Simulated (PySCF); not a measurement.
CdI, neutral, multiplicity 2. Atoms are numbered in the order given.

```xyz
2

Cd     0.0000     0.0000    -1.4462
I      0.0000     0.0000     1.3098
```
Charge 0, spin multiplicity 2.

Geometry: B3LYP-D3(BJ)/def2-TZVP. The multiplicity is an assumed one; other spin states were not compared. The def2 effective core potentials stand for the cores of Cd, I; spin–orbit coupling is left out.

The numbers are results of PySCF with M06-2X/def2-TZVPD, not measurements.

Mulliken values depend strongly on the basis, most of all with diffuse functions as here. ESP charges are fitted to the potential on shells at 1.4 to 2.0 van der Waals radii. Atomic charges (e):

```json
[
 {"atom": "Cd1", "Mulliken": "0.37", "ESP fit": "0.32", "Mulliken spin": "0.72"},
 {"atom": "I2", "Mulliken": "-0.37", "ESP fit": "-0.32", "Mulliken spin": "0.28"}
]
```
